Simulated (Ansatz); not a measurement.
Consider the ligand exchange at the Al–S bond: `[F][AlH][S][SiH3]` + `CNC` → `C[N](C)[AlH][F]` + `[SiH3]S`.

Isolated molecules relaxed with PBE0-D4/def2-TZVP in Ansatz; ΔE leaves out vibrations. CCSD(T)/CBS is the MP2 limit (def2-TZVPP, def2-QZVPP) plus CCSD(T) − MP2 in def2-TZVPP, frozen cores. DFT in def2-TZVPP. Each species was taken in one conformer, which may not be the lowest.

| level | ΔE (kcal/mol) |
| --- | --- |
| ωB97X-V | 6.3 |
| PBE | 7.2 |
| r2SCAN0 | 7.4 |
| LC-ωPBE | 6.9 |
| HF/def2-SVP | 6.4 |
| CCSD/def2-SVP | 4.4 |
| MP2/def2-TZVPP | 5.8 |
| HF/CBS(def2) | 7.1 |

What does CCSD(T)/CBS give? (Estimate.)

Computed: +6.6 kcal/mol. The listed levels differ from it by -0.3, 0.6, 0.8, 0.3, -0.2, -2.2, -0.8, 0.5 kcal/mol.

What do rigid-rotor, harmonic-oscillator terms from PBE0-D4/def2-TZVP frequencies (298.15 K, 1 bar) make of the CCSD(T)/CBS value? (Best estimate.)

The calculation gave: ΔZPE = -2.3 kcal/mol, ΔH = +4.3 kcal/mol, ΔS = -12 J/(mol·K), ΔG = +5.2 kcal/mol. Modes under 50 cm⁻¹ make the entropy rough.

Largest T1 diagnostic among the species: 0.012.

From BLYP to BHLYP (50 % exact exchange), in def2-TZVPP and without D4, ΔE moves by +1.1 kcal/mol. In def2-TZVPP, CCSD(T) changes the Hartree–Fock value by −1.7 kcal/mol (the triples alone add +0.0 kcal/mol) and MP2 by −1.4 kcal/mol. Leaving LDA and LC-ωPBE aside and taking each functional with its dispersion term where it has one, the values, not all of them listed here, spread over 3.2 kcal/mol, from BLYP-D4 to HSE06-D4. LDA lies −1.8 kcal/mol from PBE without D4.
